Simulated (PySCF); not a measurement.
Unrelated species, one level of theory. Method used: TDDFT PBE0/def2-SVPD, vertical, gas phase, core orbitals frozen in the response in PySCF 2.14.0, density-fitted response routines. Geometries: GFN2-xTB; one conformer of each isolated species. Triplets are in the Tamm–Dancoff approximation. Ions are computed without counter-ions or solvent.

Question: Rank by computed lowest singlet excitation energy, lowest first.
A. `C=C[S@](=O)C`
B. `CC(=O)[n+]1ccccc1`
C. `CCC[NH+]1CCC1`
D. `C[C@@H](F)C[SiH2]CF`
E. `CC(=O)c1occ(Cl)p1`

Answer: E (3.44 eV), B (4.42 eV), A (5.12 eV), D (7.69 eV), C (8.74 eV).

```tsv
SMILES	S1 (eV)	LUMO (eV)	HOMO (eV)	T1 (eV)	α (au)	f (S1)	S1 mainly
CC(=O)c1occ(Cl)p1	3.44	-2.61	-7.51	2.61	104.0	0.001	H-1→L (97%)
CC(=O)[n+]1ccccc1	4.42	-7.34	-13.25	3.75	81.9	0.000	H-1→L (80%)
C=C[S@@](C)=O	5.12	-0.61	-6.92	4.23	62.9	0.059	H→L (96%)
C[C@@H](F)C[SiH2]CF	7.69	0.55	-8.40	7.22	78.3	0.037	H→L+1 (51%)
CCC[NH+]1CCC1	8.74	-4.04	-13.93	8.53	71.5	0.008	H→L (98%)
```

H and L stand for HOMO and LUMO.

Mean S1 by what the SMILES shows (count): single bonds only 8.21 eV (2); an aromatic ring 3.93 eV (2).
